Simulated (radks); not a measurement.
Neutral bismuth, 83 electrons, occupied as [Hg] 6p3.

All-electron calculation, non-relativistic Kohn-Sham, LDA (Slater exchange, Perdew-Wang correlation), spin-polarised, spherical densities, point nucleus; open shells are filled with parallel spins first (spin-orbit coupling, left out, can overturn this in heavy ions); relativity is left out, which matters for an element this heavy. Program: a radial shooting solver on a logarithmic mesh with Libxc functionals.

Energy parts (eV):
| part | energy |
|---|---|
| total | -546688.14 |
| kinetic | 546514.82 |
| electron-nucleus | -1300816.30 |
| Hartree | 217435.13 |
| exchange-correlation | -9821.79 |

Orbitals (lengths in bohr, moments of r in powers of bohr; <r^-3> diverges for s and p1/2; r(90%) holds 90 % of the orbital's charge):
[
 {"orbital": "1s up", "occ.": "1", "eigenvalue (eV)": "-80968.67", "<r^2>": "0.0004446", "<1/r>": "82.40", "<r^-3>": "-", "r(90%)": "0.0324"},
 {"orbital": "1s down", "occ.": "1", "eigenvalue (eV)": "-80968.64", "<r^2>": "0.0004446", "<1/r>": "82.40", "<r^-3>": "-", "r(90%)": "0.0324"},
 {"orbital": "2s up", "occ.": "1", "eigenvalue (eV)": "-13685.78", "<r^2>": "0.006886", "<1/r>": "19.44", "<r^-3>": "-", "r(90%)": "0.117"},
 {"orbital": "2s down", "occ.": "1", "eigenvalue (eV)": "-13685.77", "<r^2>": "0.006886", "<1/r>": "19.44", "<r^-3>": "-", "r(90%)": "0.117"},
 {"orbital": "2p up", "occ.": "3", "eigenvalue (eV)": "-13189.60", "<r^2>": "0.005069", "<1/r>": "19.49", "<r^-3>": "20360", "r(90%)": "0.104"},
 {"orbital": "2p down", "occ.": "3", "eigenvalue (eV)": "-13189.58", "<r^2>": "0.005069", "<1/r>": "19.49", "<r^-3>": "20360", "r(90%)": "0.104"},
 {"orbital": "3s up", "occ.": "1", "eigenvalue (eV)": "-3281.871", "<r^2>": "0.04227", "<1/r>": "7.571", "<r^-3>": "-", "r(90%)": "0.281"},
 {"orbital": "3s down", "occ.": "1", "eigenvalue (eV)": "-3281.849", "<r^2>": "0.04227", "<1/r>": "7.571", "<r^-3>": "-", "r(90%)": "0.281"},
 {"orbital": "3p up", "occ.": "3", "eigenvalue (eV)": "-3044.301", "<r^2>": "0.03878", "<1/r>": "7.532", "<r^-3>": "4490", "r(90%)": "0.272"},
 {"orbital": "3p down", "occ.": "3", "eigenvalue (eV)": "-3044.276", "<r^2>": "0.03878", "<1/r>": "7.532", "<r^-3>": "4490", "r(90%)": "0.272"},
 {"orbital": "3d up", "occ.": "5", "eigenvalue (eV)": "-2599.369", "<r^2>": "0.02968", "<1/r>": "7.472", "<r^-3>": "806.2", "r(90%)": "0.246"},
 {"orbital": "3d down", "occ.": "5", "eigenvalue (eV)": "-2599.346", "<r^2>": "0.02968", "<1/r>": "7.472", "<r^-3>": "806.2", "r(90%)": "0.246"},
 {"orbital": "4s up", "occ.": "1", "eigenvalue (eV)": "-736.4273", "<r^2>": "0.1988", "<1/r>": "3.346", "<r^-3>": "-", "r(90%)": "0.600"},
 {"orbital": "4s down", "occ.": "1", "eigenvalue (eV)": "-736.3878", "<r^2>": "0.1988", "<1/r>": "3.346", "<r^-3>": "-", "r(90%)": "0.600"},
 {"orbital": "4p up", "occ.": "3", "eigenvalue (eV)": "-631.6184", "<r^2>": "0.2023", "<1/r>": "3.263", "<r^-3>": "1090", "r(90%)": "0.610"},
 {"orbital": "4p down", "occ.": "3", "eigenvalue (eV)": "-631.5767", "<r^2>": "0.2023", "<1/r>": "3.263", "<r^-3>": "1090", "r(90%)": "0.610"},
 {"orbital": "4d up", "occ.": "5", "eigenvalue (eV)": "-437.4981", "<r^2>": "0.2085", "<1/r>": "3.092", "<r^-3>": "175.3", "r(90%)": "0.631"},
 {"orbital": "4d down", "occ.": "5", "eigenvalue (eV)": "-437.4546", "<r^2>": "0.2085", "<1/r>": "3.092", "<r^-3>": "175.4", "r(90%)": "0.631"},
 {"orbital": "4f up", "occ.": "7", "eigenvalue (eV)": "-173.4930", "<r^2>": "0.2217", "<1/r>": "2.790", "<r^-3>": "40.74", "r(90%)": "0.680"},
 {"orbital": "4f down", "occ.": "7", "eigenvalue (eV)": "-173.4463", "<r^2>": "0.2217", "<1/r>": "2.791", "<r^-3>": "40.74", "r(90%)": "0.680"},
 {"orbital": "5s up", "occ.": "1", "eigenvalue (eV)": "-125.3465", "<r^2>": "0.9578", "<1/r>": "1.447", "<r^-3>": "-", "r(90%)": "1.32"},
 {"orbital": "5s down", "occ.": "1", "eigenvalue (eV)": "-125.2349", "<r^2>": "0.9569", "<1/r>": "1.447", "<r^-3>": "-", "r(90%)": "1.31"},
 {"orbital": "5p up", "occ.": "3", "eigenvalue (eV)": "-89.4841", "<r^2>": "1.102", "<1/r>": "1.341", "<r^-3>": "210.9", "r(90%)": "1.42"},
 {"orbital": "5p down", "occ.": "3", "eigenvalue (eV)": "-89.3540", "<r^2>": "1.099", "<1/r>": "1.342", "<r^-3>": "211.1", "r(90%)": "1.42"},
 {"orbital": "5d up", "occ.": "5", "eigenvalue (eV)": "-30.9434", "<r^2>": "1.714", "<1/r>": "1.077", "<r^-3>": "23.31", "r(90%)": "1.83"},
 {"orbital": "5d down", "occ.": "5", "eigenvalue (eV)": "-30.6573", "<r^2>": "1.688", "<1/r>": "1.082", "<r^-3>": "23.55", "r(90%)": "1.81"},
 {"orbital": "6s up", "occ.": "1", "eigenvalue (eV)": "-12.0723", "<r^2>": "6.804", "<1/r>": "0.5158", "<r^-3>": "-", "r(90%)": "3.58"},
 {"orbital": "6s down", "occ.": "1", "eigenvalue (eV)": "-10.6494", "<r^2>": "6.791", "<1/r>": "0.5204", "<r^-3>": "-", "r(90%)": "3.59"},
 {"orbital": "6p up", "occ.": "3", "eigenvalue (eV)": "-5.3953", "<r^2>": "10.75", "<1/r>": "0.4114", "<r^-3>": "17.10", "r(90%)": "4.59"},
 {"orbital": "6p down", "occ.": "0", "eigenvalue (eV)": "-3.9648", "<r^2>": "11.66", "<1/r>": "0.4029", "<r^-3>": "16.58", "r(90%)": "4.84"}
]

The highest occupied level is 6p up at -5.395 eV. The spin density at the nucleus is -1.148 e/bohr^3 (1s -0.074, 2s 0.012, 3s 0.013, 4s -0.022, 5s -0.070, 6s -1.006).
